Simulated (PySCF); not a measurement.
Can point charges reproduce the dipole moment of methyl 3-methylbenzoate (`COC(=O)c1cccc(C)c1`)?

Coordinates (GFN2-xTB, Å) and charges (e) from the PBE0/pcSseg-1 density (PySCF):

```
atom       x       y       z  Mulliken      IAO  Hirshfeld  ESP-fitted
  C1   3.966   0.456   0.424   -0.0185  -0.2121    -0.0357     -0.2785
  O2   2.712  -0.041  -0.014   -0.4916  -0.3416    -0.0931     -0.2954
  C3   1.627   0.562   0.503   +0.6398  +0.5103    +0.2039     +0.8050
  O4   1.697   1.472   1.292   -0.4194  -0.4747    -0.2566     -0.5532
  C5   0.361  -0.016  -0.006   -0.4218  -0.0607    -0.0242     -0.2077
  C6   0.347  -1.062  -0.924   +0.0575  -0.1420    -0.0493     -0.1466
  C7  -0.864  -1.559  -1.367   -0.0630  -0.1501    -0.0483     -0.0868
  C8  -2.053  -1.023  -0.901   -0.0074  -0.1467    -0.0434     -0.3295
  C9  -2.055   0.020   0.018   -0.3416  +0.0187    +0.0131     +0.3942
 C10  -3.344   0.609   0.505   -0.1168  -0.4265    -0.1141     -0.6087
 C11  -0.838   0.517   0.458   +0.1267  -0.1385    -0.0428     -0.2427
 H12   4.067   1.513   0.168   +0.1181  +0.1523    +0.0477     +0.1427
 H13   4.722  -0.135  -0.086   +0.1247  +0.1615    +0.0549     +0.1539
 H14   4.060   0.348   1.507   +0.1180  +0.1523    +0.0477     +0.1410
 H15   1.278  -1.475  -1.278   +0.0775  +0.1681    +0.0446     +0.1286
 H16  -0.885  -2.371  -2.080   +0.0914  +0.1551    +0.0520     +0.1405
 H17  -2.994  -1.421  -1.254   +0.0704  +0.1493    +0.0505     +0.1791
 H18  -3.642   1.435  -0.142   +0.1399  +0.1574    +0.0482     +0.1705
 H19  -4.139  -0.134   0.491   +0.1198  +0.1486    +0.0472     +0.1625
 H20  -3.236   0.995   1.515   +0.1249  +0.1524    +0.0494     +0.1675
 H21  -0.797   1.327   1.172   +0.0715  +0.1670    +0.0479     +0.1635
```

Task: Form Σ q r in debye for every column and set it beside the full dipole.

Result: The full density gives (-0.29, -1.25, -1.16) D, 1.72 D in size; dipole vectors point from the negative to the positive end.

| scheme | μx | μy | μz | size (D) | share of the full size (%) | angle to the full dipole (°) |
| --- | --- | --- | --- | --- | --- | --- |
| Mulliken | -1.27 | -0.15 | -0.31 | 1.32 | 76 | 66 |
| IAO | -0.30 | -1.33 | -1.24 | 1.84 | 107 | 0 |
| Hirshfeld | -0.31 | -0.95 | -0.84 | 1.31 | 76 | 4 |
| ESP-fitted | -0.30 | -1.25 | -1.15 | 1.73 | 100 | 1 |

Task: Which set comes closest?

Result: Length of the difference vector: ESP-fitted 0.02 D, IAO 0.12 D, Hirshfeld 0.43 D, Mulliken 1.70 D. Closest: ESP-fitted. 

Task: What is left for the Hirshfeld atoms' own dipoles?

Result: The Hirshfeld atoms' densities add up to the full density, so μ = Σ q r + Σ (atomic dipoles). The atomic dipoles sum to (-0.29, -1.25, -1.16) − (-0.31, -0.95, -0.84) = (0.02, -0.30, -0.32) D, 0.43 D in size.

Task: With the origin at the mean of the coordinates, (0.000, 0.001, 0.000) Å, which are the largest single terms, by size, of the Mulliken dipole along the direction of the full one?

Result: O4 +4.46, C3 -3.11, H16 +1.43, H14 -1.10, H12 -1.07 D; all 21 atoms together +0.53 D. The single terms depend on the origin, their sum doesn't.

Task: Give the size of the full dipole in other units.

Result: 1.72 D = 0.678 au = 0.359 e·Å = 5.75 × 10⁻³⁰ C·m.

Isolated species at its GFN2-xTB geometry (one conformer only).

Shape of the structure used: `[CH3:1][O:2][C:3](=[O:4])[c:5]1[cH:6][cH:7][cH:8][c:9]([CH3:10])[cH:11]1`: C1–O2–C3–O4 0°, O2–C3–C5–C6 0°.
